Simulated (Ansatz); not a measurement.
Program: Ansatz. Geometries: PBE0-D4/def2-TZVP. ΔE: electronic, gas phase. CCSD(T)/CBS adds triple-zeta CCSD(T) − MP2 to the extrapolated MP2 energy (def2 sets, frozen cores). DFT in def2-TZVPP. B3LYP here is the variant with VWN-RPA as its local correlation; programs differ in this. Each species was taken in one conformer, which may not be the lowest.

Consider the cleavage of the Si–Si bond: `CN[SiH]([SiH3])Cl` + `C=CN[SiH2]Cl` → `C=CN([SiH3])[SiH2]Cl` + `CN[SiH2]Cl`.

(1) Is it downhill or uphill in electronic energy at CCSD(T)/CBS, and by how much? (An estimate is asked.)

(2) What do these levels give: PBE-D4, r2SCAN-D4, ωB97X-V, ωB97M-V, PBE, PBE0, B3LYP, HF/def2-TZVPP, HF/def2-QZVPP, SCS-MP2/def2-QZVPP, HF/CBS(def2), MP2/CBS(def2)? (Estimate.)

Largest T1 diagnostic among the species: 0.011.

Results:

(1) The calculation gave: Downhill: ΔE = -41.4 kJ/mol.

(2) Ansatz gave: PBE-D4 -16.9, r2SCAN-D4 -30.0, ωB97X-V -36.0, ωB97M-V -42.7, PBE -12.4, PBE0 -20.3, B3LYP -26.6, HF/def2-TZVPP -42.8, HF/def2-QZVPP -44.1, SCS-MP2/def2-QZVPP -50.8, HF/CBS(def2) -44.3, MP2/CBS(def2) -50.7 kJ/mol.

From PBE to PBE0 (25 % exact exchange), in def2-TZVPP and without D4, ΔE moves by −7.9 kJ/mol. The D4 term adds −7.4 kJ/mol with B3LYP and −3.6 kJ/mol with PBE0; it sums over pairs of atoms, weighted by their polarisabilities, and B3LYP, whose exchange is more repulsive, gets the larger term.
